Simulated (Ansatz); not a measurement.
Consider the ligand exchange at the Si–C bond: `CC[SiH](N)F` + CH₃SH → `CS[SiH](N)F` + `CC`.

Calculated with Ansatz (gas phase, PBE0-D4/def2-TZVP geometries, no zero-point term in ΔE). CCSD(T)/CBS adds triple-zeta CCSD(T) − MP2 to the extrapolated MP2 energy (def2 sets, frozen cores). This one scheme is used for every species. Functionals use def2-TZVPP. One conformer a species, not always the lowest.

```
             level  ΔE (kcal/mol)  difference from CCSD(T)/CBS
            PBE-D4          -17.0                         -0.6
         r2SCAN-D4          -17.4                         -1.0
           ωB97X-V          -16.1                          0.3
            B2PLYP          -16.5                         -0.1
               PBE          -16.8                         -0.4
              PBE0          -16.7                         -0.3
SCS-MP2/def2-TZVPP          -16.1                          0.3
   CCSD/def2-TZVPP          -15.3                          1.1
CCSD(T)/def2-TZVPP          -15.6                          0.8
     MP2/CBS(def2)          -17.5                         -1.1
       CCSD(T)/CBS          -16.4                            0
```

Largest T1 diagnostic among the species: 0.011.

CCSD(T)/CBS has its own doubt, a few kJ/mol and more with outer-core shells, so smaller differences from it don't rank the levels.
